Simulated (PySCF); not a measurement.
## Pd: excitation energy

Pd [Kr] 4d10 (1S) → Pd [Kr] 4d9 5s1, s spin flipped, as a difference of total energies. Calculation: PySCF 2.14, in aug-cc-pVDZ-PP with ECP28MDF (5s5p4d2f, 54 functions); scalar relativity through the core potential. Correlated levels: valence: 4s2 4p6 frozen. The calculations carry no spin-orbit coupling.

```
           method  excitation energy (cm⁻¹)
              UHF                    1403.6
    MP2 (valence)                     11562
SCS-MP2 (valence)                     10562
```

The upper determinant mixes two multiplicities, so it lies between the two terms.
